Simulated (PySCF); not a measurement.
Ligand exchange on a metal centre used in film growth or etching (Zr Cl-NH2). Isolated molecules, 0 K electronic values unless said otherwise. One relaxed conformer stands for each flexible species; it need not be the lowest.

The numbers are results of B3LYP-D3(BJ)/def2-TZVP // TPSS-D3(BJ)/def2-SVP run with PySCF, not measurements. All candidates: neutral, multiplicity 1. B3LYP has the VWN-RPA correlation part, as in Gaussian. 

The LUMO is -2.51 eV and the HOMO comes out as -8.14 eV. The HOMO–LUMO gap comes out as 5.63 eV.

Identify which member has these values.
(A) [Zr(Cl)4]
(B) [Zr(Cl)3(NH2)]
(C) [Zr(NH2)4]
(D) [Zr(Cl)2(NH2)2]

B, [Zr(Cl)3(NH2)]. The others give [Zr(NH2)4]: -0.32 eV, -6.46 eV, 6.14 eV; [Zr(Cl)2(NH2)2]: -2.00 eV, -7.54 eV, 5.53 eV; [Zr(Cl)4]: -3.00 eV, -9.43 eV, 6.44 eV
